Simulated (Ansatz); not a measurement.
`BN[CH2][GaH2]` + `[SiH3][SiH3]` → `[SiH3][SiH2][CH2][GaH2]` + `BN`  (formal exchange of groups at a C–N bond)

Program: Ansatz. Geometries: PBE0-D4/def2-TZVP. ΔE: electronic, gas phase. CCSD(T)/CBS is the MP2 limit (def2-TZVPP, def2-QZVPP) plus CCSD(T) − MP2 in def2-TZVPP, frozen cores. This one scheme is used for every species. DFT in def2-TZVPP. For Ga outer-core shells are correlated without core-valence functions, which leaves a few kJ/mol of doubt a bond. Scalar relativity is left out up to krypton. Each species was taken in one conformer, which may not be the lowest.

`BN[CH2][GaH2]`:

Cartesian coordinates in Å:
```
B -1.017 -0.857 -1.518
N -0.582 0.176 -0.708
C -0.292 0.113 0.711
Ga 1.568 0.606 1.211
H -1.187 -0.643 -2.684
H -1.206 -1.936 -1.030
H -0.403 1.077 -1.126
H -0.983 0.748 1.284
H -0.481 -0.907 1.056
H 2.483 1.310 0.143
H 2.100 0.314 2.661
```

`[SiH3][SiH3]`:

Z-matrix (Å, degrees):
```
Si
Si 1 2.338
H 1 1.488 2 110.3
H 1 1.488 2 110.3 3 120.0
H 1 1.488 2 110.3 3 -120.0
H 2 1.488 1 110.3 3 59.9
H 2 1.488 1 110.3 3 179.9
H 2 1.488 1 110.3 3 -60.1
```

`[SiH3][SiH2][CH2][GaH2]`:

Z-matrix (Å, degrees):
```
Si
Si 1 2.341
H 1 1.489 2 110.0
H 1 1.489 2 111.5 3 -120.5
H 1 1.489 2 110.0 3 119.0
C 2 1.874 1 112.6 3 -59.4
H 2 1.493 1 108.9 3 178.5
H 2 1.493 1 108.8 3 62.7
Ga 6 1.968 2 110.9 1 179.4
H 6 1.094 2 108.5 1 58.5
H 6 1.094 2 108.5 1 -59.6
H 9 1.570 6 119.6 2 88.8
H 9 1.570 6 119.5 2 -89.4
```

`BN`:

Z-matrix (Å, degrees):
```
B
N 1 1.385
H 1 1.197 2 119.0
H 1 1.197 2 119.0 3 -180.0
H 2 1.006 1 123.2 3 -0.0
H 2 1.006 1 123.2 3 180.0
```

(1) Is it downhill or uphill in electronic energy at CCSD(T)/CBS, and by how much? (An estimate is asked.)

(2) What do these levels give: PBE-D4, ωB97M-V, r2SCAN, CCSD/def2-TZVPP, MP2/def2-QZVPP, HF/CBS(def2)? (Estimate.)

Largest T1 diagnostic among the species: 0.013.

## Answers

(1) Computed: Downhill: ΔE = -97.6 kJ/mol.

(2) Computed: PBE-D4 -91.0, ωB97M-V -95.7, r2SCAN -96.6, CCSD/def2-TZVPP -94.9, MP2/def2-QZVPP -103.3, HF/CBS(def2) -91.0 kJ/mol.

The D4 term adds −4.0 kJ/mol with B3LYP and −2.4 kJ/mol with PBE0; it sums over pairs of atoms, weighted by their polarisabilities, and B3LYP, whose exchange is more repulsive, gets the larger term. From PBE to PBE0 (25 % exact exchange), in def2-TZVPP and without D4, ΔE moves by −4.4 kJ/mol. In def2-TZVPP, CCSD(T) changes the Hartree–Fock value by −4.4 kJ/mol (the triples alone add −0.7 kJ/mol) and MP2 by −11.0 kJ/mol.

B3LYP here is the variant with VWN-RPA as its local correlation; programs differ in this.
